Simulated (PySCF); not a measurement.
```xyz
6

F     -0.7621     1.5649    -0.1119
Si    -0.5103    -0.0090    -0.0887
F     -0.9878    -0.5112     1.3469
F     -1.4393    -0.6848    -1.1920
Se     1.6150    -0.5719    -0.5614
H      2.0845     0.2119     0.6071
```

Charge 0, multiplicity 1.

Q: Give the Mulliken and meta-Löwdin atomic charges from PBE-D3(BJ)/def2-TZVP run with PySCF.

A: 
| atom | Mulliken (e) | meta-Löwdin (e) |
|---|---|---|
| F1 | -0.24 | -0.46 |
| Si2 | 0.77 | 1.48 |
| F3 | -0.24 | -0.46 |
| F4 | -0.24 | -0.46 |
| Se5 | -0.19 | -0.19 |
| H6 | 0.14 | 0.10 |
